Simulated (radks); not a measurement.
Problem. These are the eigenvalues of the occupied orbitals of an atom or ion with whole-number occupations (eV). Calculated with a radial shooting solver on a logarithmic mesh with Libxc functionals: Dirac Kohn-Sham, PBE, spin-unpolarised, spherical densities, point nucleus.

| orbital | eigenvalue |
|---|---|
| 1s1/2 | -10249.26 |
| 2s1/2 | -1283.609 |
| 2p1/2 | -1138.790 |
| 2p3/2 | -1111.131 |
| 3s1/2 | -170.0393 |
| 3p1/2 | -123.2293 |
| 3p3/2 | -119.6069 |
| 3d3/2 | -41.1992 |
| 3d5/2 | -40.7317 |
| 4p1/2 | -18.7024 |

Which element is it, and in what charge state? The configuration may be excited. Open shells, if any, fill j = l - 1/2 first.

Solution. Z = 31, gallium, charge +2: Ga2+ in [Ar] 3d10 4p1. The list shows which subshells hold electrons but not how many an open one holds; the 1s level, -376.65 hartree, gives Z - s = 27.4 by -(Z - s)^2/2, which with screening and relativity narrows Z to a few neighbours, and the depths of the outer levels then fix element, charge and occupations together.
